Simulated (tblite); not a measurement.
Cl3Se (SMILES Cl[Se](Cl)Cl), doublet, geometry from GFN2-xTB (the spin is typed, not shown lowest); tblite 0.6.0 with GFN1-xTB.

Here is a job for tblite.
```
$ tblite run mol.xyz --method gfn1 --charge 0 --spin 1 --spin-polarized --json tblite.json --no-restart

# file mol.xyz
4

Se    -0.32499505     0.23694298     0.17644579
Cl    -1.55314458    -1.69638058    -0.03985971
Cl     0.72235464     2.01762413    -0.83603265
Cl     1.48078005    -0.79512952     0.52300078
```

It wrote (shortened):

```
xTB calculator
 | screened Coulomb repulsion
 | Coulomb electrostatics
 |  * isotropic Klopman-Ohno-Mataga-Nishimoto electrostatics
 |  * onsite third-order electrostatics
 | DFT-D3(BJ) dispersion correction
 | Interactions (1)
 | [1] spin polarization

halogen bonding energy    0.0000000000000E+00 Eh
repulsion energy          4.7328760933759E-03 Eh
dispersion energy        -2.1261306821470E-03 Eh
interaction energy        0.0000000000000E+00 Eh
number of electrons       2.7000000000000E+01 e
integral cutoff           2.0076194534669E+01 bohr

------------------------------------------------------------
  cycle        total energy    energy error   density error
------------------------------------------------------------
      1     -15.73061290777  -1.5733220E+01   4.0511424E-01
      2     -15.71433390443   1.6279003E-02   3.3930151E-01
      3     -16.01451610370  -3.0018220E-01   1.7939209E-01
      4     -16.08478025592  -7.0264152E-02   4.0670611E-02
      5     -16.08825299281  -3.4727369E-03   1.2619900E-02
      6     -16.08845330382  -2.0031101E-04   1.9064599E-03
      7     -16.08845303375   2.7007511E-07   7.0286482E-04
      8     -16.08845449145  -1.4577025E-06   2.8747124E-04
      9     -16.08845465556  -1.6410956E-07   7.0212929E-05
     10     -16.08845467604  -2.0479952E-08   9.2272845E-06
------------------------------------------------------------

electronic energy        -1.6091061421450E+01 Eh
total energy             -1.6088454676039E+01 Eh

Post processing:
 | Mayer-Wiberg bond orders

[Info] JSON dump of results written to 'tblite.json'
```
